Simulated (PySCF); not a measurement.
Compound: Si6H6 prismane, Si₆H₆.
Bonds: Si1–Si3, Si1–Si5, Si1–Si9, Si3–Si5, Si3–Si11, Si5–Si7, Si7–Si9, Si7–Si11, Si9–Si11. Hydrogens: H2 on Si1; H4 on Si3; H6 on Si5; H8 on Si7; H10 on Si9; H12 on Si11.

Computed by this run: PBE0-D3(BJ)/def2-SVP geometry optimisation, gas phase (PySCF 2.14.0); density fitting, grid level 1; the optimiser is geomeTRIC in internal coordinates, started from a GFN2-xTB structure with every atom displaced at random (about 0.03 Å).

Step 1: E = -47327.6724 eV
```
atom  x, y, z in Å  |  force x, y, z in eV/Å
Si1    -1.5338    0.6736   -0.6453   -0.162   0.335   0.118
H2     -2.8029    1.3034   -1.1228   -0.038  -0.037  -0.072
Si3    -0.8549   -1.5476   -0.4344    0.430  -0.235   0.108
H4     -1.3827   -2.9151   -0.7375   -0.147   0.072  -0.095
Si5     0.4135   -0.0260   -1.7534    0.191  -0.045   0.142
H6      0.8284    0.0217   -3.1906   -0.113  -0.064  -0.031
Si7     1.7268    0.5459    0.1375   -0.353  -0.013   0.034
H8      3.1419    1.0284    0.1960    0.001  -0.006   0.068
Si9    -0.2527    1.2745    1.2570    0.166  -0.191  -0.126
H10    -0.5287    2.3491    2.2619    0.051  -0.024   0.030
Si11    0.4726   -0.9769    1.4559    0.007   0.163  -0.184
H12     0.8880   -1.8138    2.6268   -0.033   0.045   0.010
```

Step 2: E = -47327.6989 eV
```
atom  x, y, z in Å  |  force x, y, z in eV/Å
Si1    -1.5357    0.6856   -0.6413   -0.021   0.074   0.069
H2     -2.8060    1.3019   -1.1293   -0.047  -0.020  -0.066
Si3    -0.8328   -1.5507   -0.4359    0.134  -0.208   0.021
H4     -1.3863   -2.9088   -0.7599   -0.080   0.139  -0.046
Si5     0.4184   -0.0342   -1.7466    0.080   0.038  -0.031
H6      0.8099   -0.0046   -3.1927   -0.077  -0.044   0.014
Si7     1.7114    0.5511    0.1404   -0.009   0.046  -0.037
H8      3.1241    1.0363    0.2167    0.014  -0.007   0.047
Si9    -0.2432    1.2691    1.2540   -0.052   0.019   0.003
H10    -0.5045    2.3379    2.2723    0.057  -0.050  -0.004
Si11    0.4743   -0.9698    1.4474    0.023  -0.020   0.016
H12     0.8859   -1.7964    2.6258   -0.022   0.034   0.014
```

Step 3: E = -47327.7104 eV
```
atom  x, y, z in Å  |  force x, y, z in eV/Å
Si1    -1.5367    0.6893   -0.6395    0.029  -0.050   0.021
H2     -2.8126    1.2868   -1.1443    0.001  -0.022  -0.030
Si3    -0.8168   -1.5538   -0.4371    0.013  -0.095   0.002
H4     -1.4039   -2.8899   -0.7849   -0.046   0.094  -0.020
Si5     0.4233   -0.0364   -1.7444    0.003   0.074  -0.051
H6      0.7846   -0.0241   -3.1974   -0.029  -0.026   0.009
Si7     1.7112    0.5580    0.1424    0.095   0.037  -0.051
H8      3.1228    1.0454    0.2383    0.004  -0.011   0.021
Si9    -0.2385    1.2646    1.2525   -0.124   0.081   0.032
H10    -0.4847    2.3240    2.2820    0.042  -0.024   0.004
Si11    0.4805   -0.9669    1.4474    0.025  -0.075   0.046
H12     0.8864   -1.7798    2.6362   -0.013   0.017   0.016
```

Question: Estimate the geometry and energy of step 4. (The exact step hangs on the optimiser's Hessian estimate; all steps are aligned on step 3, rigid shifts and turns removed.)

Answer: E = -47327.7163 eV, largest force 0.107 eV/Å
```
atom  x, y, z in Å  |  force x, y, z in eV/Å
Si1    -1.5341    0.6863   -0.6379    0.053  -0.094   0.001
H2     -2.8128    1.2620   -1.1600    0.004  -0.003  -0.010
Si3    -0.8047   -1.5569   -0.4380   -0.010   0.019  -0.003
H4     -1.4273   -2.8665   -0.8090   -0.030   0.021  -0.002
Si5     0.4274   -0.0342   -1.7460   -0.044   0.061  -0.018
H6      0.7598   -0.0374   -3.2048    0.013  -0.009   0.001
Si7     1.7154    0.5646    0.1424    0.061   0.010  -0.014
H8      3.1258    1.0523    0.2551    0.002  -0.010  -0.001
Si9    -0.2385    1.2637    1.2542   -0.086   0.051   0.015
H10    -0.4692    2.3143    2.2941    0.021   0.003   0.008
Si11    0.4872   -0.9659    1.4506    0.021  -0.050   0.016
H12     0.8865   -1.7651    2.6505   -0.004   0.001   0.009
```

The energy changes by -0.0060 eV. The first-order estimate −F·Δx gives -0.0093 eV and the mean of the old and new forces, exact on a quadratic surface, -0.0059 eV. The step makes an angle of 63° with the force vector and moves no atom by more than 0.041 Å.

What follows is the cost of the whole optimisation. Time: 1.7 min; peak memory 0.54 GiB. Hardware: one thread, Arm Neoverse V2 (aarch64), shared host with 32 logical CPUs at a one-minute load of 17.
